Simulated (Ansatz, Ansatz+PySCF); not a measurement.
```yaml
atoms:
  - { symbol: C, position_ang: [-0.5912, 0.4025, 0.2387] }
  - { symbol: C, position_ang: [0.6022, -0.4176, -0.2355] }
  - { symbol: H, position_ang: [-1.0668, -0.0530, 1.1102] }
  - { symbol: H, position_ang: [-0.2899, 1.4138, 0.5202] }
  - { symbol: H, position_ang: [-1.3491, 0.4903, -0.5430] }
  - { symbol: H, position_ang: [1.0827, 0.0451, -1.1001] }
  - { symbol: H, position_ang: [1.3555, -0.5100, 0.5496] }
  - { symbol: H, position_ang: [0.3025, -1.4270, -0.5255] }
```

Basis set: def2-SVP (spherical functions). Left uncorrelated: 2 orbitals. Charge 0, multiplicity 3.

Computed with Ansatz (development build ahead of 0.2.0); each method stands on the lowest determinant of its kind that the runs found.

(1) Give the atomization energy at this shape (free ground-state atoms in the same class of orbitals less the molecule, no zero-point energy) of triplet C₂H₆ by UHF-MP2, UHF.

## Answers

(1)

```
 method  atomization energy
UHF-MP2            18.89 eV
    UHF            13.84 eV
```

Caution: another spin multiplicity may lie lower; the determinant breaks the point group.
